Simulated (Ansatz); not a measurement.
Stepwise reaction of `CC1=CC(C(F)(F)F)=[O+][Ti-]([OH])([OH])([F])[O]1` with hydrogen fluoride, as a gas-phase model of exchange steps in deposition or etching. ΔE in kJ/mol.

Gas-phase electronic energies from Ansatz, PBE0-D4/def2-TZVP geometries. CCSD(T)/CBS is the MP2 limit (def2-TZVPP, def2-QZVPP) plus CCSD(T) − MP2 in def2-TZVPP, frozen cores. This one scheme is used for every species. DFT in def2-TZVPP. B3LYP here is the variant with VWN-RPA as its local correlation; programs differ in this. For Ti outer-core shells are correlated without core-valence functions, which leaves a few kJ/mol of doubt a bond. Scalar relativity is left out up to krypton. Each species was taken in one conformer, which may not be the lowest.

```
step                                                                                                          reaction  PBE-D4  B3LYP-D4  ωB97M-V  CCSD(T)/CBS
   1  `CC1=CC(C(F)(F)F)=[O+][Ti-]([OH])([OH])([F])[O]1` + H–F → `CC1=CC(C(F)(F)F)=[O+][Ti-]([OH])([F])([F])[O]1` + H₂O   -47.8     -47.8    -49.6        -42.6
   2    `CC1=CC(C(F)(F)F)=[O+][Ti-]([OH])([F])([F])[O]1` + H–F → `CC1=CC(C(F)(F)F)=[O+][Ti-]([F])([F])([F])[O]1` + H₂O   -47.3     -45.4    -46.4        -39.5
```

Q: By hand: ΔE of the 2 steps together at CCSD(T)/CBS.

A: (-42.6) + (-39.5) = -82.1 kJ/mol, or -41.0 kJ/mol a step.

In ΔE the steps differ by no more than 3.1 kJ/mol. All are downhill at CCSD(T)/CBS. PBE-D4 differs from CCSD(T)/CBS by -7.8 to -5.2 kJ/mol a step. Isolated molecules leave out the surface, adducts and barriers. Largest T1 diagnostic: 0.021.
